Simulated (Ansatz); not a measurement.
Molecule: trichloro(fluoro)germane, sum formula GeCl3F (charge 0, singlet). 
Coordinates optimised at B3LYP-D3(BJ)/def2-TZVP (Ansatz, a quantum-chemistry and plane-wave program):
```xyz
5

F      0.0235    -0.0797     1.9082
Ge     0.0023    -0.0078     0.1874
Cl    -1.6640    -1.1416    -0.4823
Cl     1.8287    -0.8353    -0.5126
Cl    -0.1816     2.0338    -0.3679
```
Charge 0, spin multiplicity 1.

Basis-set convergence of Hartree-Fock and MP2 correlation energies (hartree) with Ansatz. Correlated levels leave the core frozen unless marked. Spin-orbit coupling is left out. The frozen core is the preceding noble-gas configuration, with the filled d and f shells of earlier blocks. Non-relativistic.

```csv
basis,functions,E(HF),"E(corr, MP2)"
def2-SVPD,142,-3552.72213,-0.72168
def2-TZVPPD,247,-3553.57193,-0.92762
def2-QZVPPD,398,-3553.65441,-1.01384
```

Extrapolating the two largest sets (X = 3 and 4) as X^-3: E(corr) = (64·(-1.01384) - 27·(-0.92762))/37 = -1.0768 Eh, an estimate of the basis-set limit. The largest set recovers 94.2 % of it, the smallest 67.0 %.
